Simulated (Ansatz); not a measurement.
These are frozen-core CCSD(T)/cc-pVTZ // B3LYP-D3(BJ)/def2-TZVP run with Ansatz (a quantum-chemistry and plane-wave program) values and carry that method's errors. The restricted HF reference is unstable towards unrestricted orbitals.

Ansatz 0.2 input:
```yaml
crystal:
  periodic: [false, false, false]
  atoms:
    - { symbol: C, position_ang: [-0.922522, -0.005962, 0.01578] }
    - { symbol: Si, position_ang: [0.778084, 0.00503, -0.013317] }
    - { symbol: H, position_ang: [-1.50201, 0.879829, 0.241297] }
    - { symbol: H, position_ang: [-1.497891, -0.899214, -0.189989] }
    - { symbol: H, position_ang: [1.569379, 1.215735, 0.265443] }
    - { symbol: H, position_ang: [1.57496, -1.195418, -0.319215] }
basis:
  gaussian: { orbitals: cc-pVTZ }
correlation:
  method: ccsd_t
```

Output:

```
Functional definition: HF
675 factors; integrals over basis functions are off by at most 1.3e-3 eV
mean field evaluation 1: about -8952.2166 eV, gradient 3.0e1 eV
mean field evaluation 2: about -8952.2224 eV, gradient 3.0e1 eV
mean field evaluation 4: about -8954.8567 eV, gradient 2.7e0 eV
mean field evaluation 8: about -8954.9027 eV, gradient 2.6e-1 eV
mean field evaluation 16: about -8954.8490 eV, gradient 2.6e0 eV
mean field -8954.90343334 eV, -329.0866313235 hartree, gradient 4.6e-6 eV, S^2 0.000000; 0 other end points of the search recorded, 0 dependent functions left out; unrestricted orbitals would lower it
6 core orbitals not correlated
reference -8954.90343334 eV, -329.0866313235 hartree; 6, 6 occupied and 108, 108 virtual orbitals, 675 factors
second order -8.05346706 eV of doubles, -0.00000000 eV of singles
cycle   1  -8.53087223 eV  change   -4.8e-1 eV  update   7.4e-2
cycle   2  -8.81657998 eV  change   -2.9e-1 eV  update   2.6e-2
cycle   3  -8.87040469 eV  change   -5.4e-2 eV  update   1.1e-2
cycle   4  -8.86855628 eV  change    1.8e-3 eV  update   3.7e-3
cycle   5  -8.86873703 eV  change   -1.8e-4 eV  update   1.1e-3
cycle   6  -8.86862585 eV  change    1.1e-4 eV  update   3.9e-4
cycle   7  -8.86874690 eV  change   -1.2e-4 eV  update   1.7e-4
cycle   8  -8.86876041 eV  change   -1.4e-5 eV  update   5.0e-5
cycle   9  -8.86874028 eV  change    2.0e-5 eV  update   1.5e-5
cycle  10  -8.86873783 eV  change    2.5e-6 eV  update   3.2e-6
perturbative correction -0.39294318 eV, -0.0144403955 hartree
Total energy: -8964.16511435 eV, -329.4269918229 hartree
```

Cost: very roughly 7 core-seconds.
